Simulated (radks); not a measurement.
Values are calculated unless marked as measured or tabulated.
Task: The mean radii <r> (bohr) of the occupied orbitals of an atom or ion are listed with their occupations. Code: a radial shooting solver on a logarithmic mesh with Libxc functionals. Model: Dirac Kohn-Sham, LDA (Slater exchange, Perdew-Zunger correlation), spin-unpolarised, spherical densities, finite nucleus; Fermi nuclear charge, rms radius of each element as measured or else 0.836 A^(1/3) + 0.57 fm.

orbital  occ.      <r>
1s1/2       2  0.01607
2s1/2       2  0.06696
2p1/2       2  0.05489
2p3/2       4  0.06381
3s1/2       2   0.1741
3p1/2       2   0.1645
3p3/2       4   0.1808
3d3/2       4   0.1570
3d5/2       6   0.1619
4s1/2       2   0.3844
4p1/2       2   0.3854
4p3/2       4   0.4201
4d3/2       4   0.4247
4d5/2       6   0.4358
5s1/2       2   0.8496
4f5/2       6   0.4503
4f7/2       8   0.4566
5p1/2       2   0.9045
5p3/2       4   0.9923
5d3/2       4    1.216
5d5/2       4    1.254
6s1/2       2    2.050
6p1/2       1    2.392
6d3/2       2    4.238

Name the element and its charge. Open shells, if any, fill j = l - 1/2 first.

Result: Z = 82, lead, charge +1: Pb+ in [Xe] 4f14 5d8 6s2 6p1 6d2. The 1s radius gives Z: for a bare nucleus <r> = (2 gamma + 1)/(2Z) with gamma = sqrt(1 - (Z/c)^2), 0.01587 bohr for Z = 82, and screening makes it slightly larger (0.01607 here). The occupations add up to 81, and the charge is Z minus that.
